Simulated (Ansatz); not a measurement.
Geometry optimisation, Ansatz, RKS B3LYP/def2-SVP.

The input (input.yaml):

```yaml
crystal:
  periodic: [false, false, false]
  atoms:
    - { symbol: Cl, position_ang: [0.4381, -0.3626, 2.122] }
    - { symbol: B, position_ang: [0.222, -0.516, 0.2843] }
    - { symbol: Cl, position_ang: [1.5144, -1.3675, -0.6862] }
    - { symbol: Te, position_ang: [-1.4519, 0.3464, -0.7679] }
    - { symbol: H, position_ang: [-0.6727, 1.8261, -0.9936] }
basis:
  gaussian: { orbitals: def2-SVP }
hamiltonian:
  xc: b3lyp
relax:
  f_tol: 0.015
  max_steps: 40
```

Command:

```bash
$ ansatz run input.yaml --threads 1 --pin off --max-ram 2048MiB --backend cpu --events-out ev --progress --plain --runs-dir out
```

Problem. Where does it end, and by what steps?

Solution. It converged. After 12 steps the energy has fallen by 0.689 eV; H5 moved furthest, 1.00 Å.

| step | energy less start (eV) | largest force component (eV/Å) | accepted |
| --- | --- | --- | --- |
| 0 | 0.0000 | 2.010 | yes |
| 1 | -0.0369 | 1.588 | yes |
| 2 | -0.1527 | 1.258 | yes |
| 3 | -0.2063 | 0.795 | yes |
| 4 | -0.2595 | 0.352 | yes |
| 5 | -0.2899 | 0.783 | yes |
| 6 | -0.3307 | 1.322 | yes |
| 7 | -0.4361 | 1.129 | yes |
| 8 | -0.5048 | 0.915 | yes |
| 9 | -0.6556 | 0.359 | yes |
| 10 | -0.6687 | 0.483 | yes |
| 11 | -0.6883 | 0.072 | yes |
| 12 | -0.6887 | 0.013 | yes |

```xyz
5
Properties=species:S:1:pos:R:3
Cl 0.618 0.096 1.777
B 0.398 -0.480 0.132
Cl 1.240 -1.935 -0.394
Te -0.874 0.519 -1.309
H -1.332 1.726 -0.248
```

Time of the run: 30 s on 1 CPU thread of a shared host.
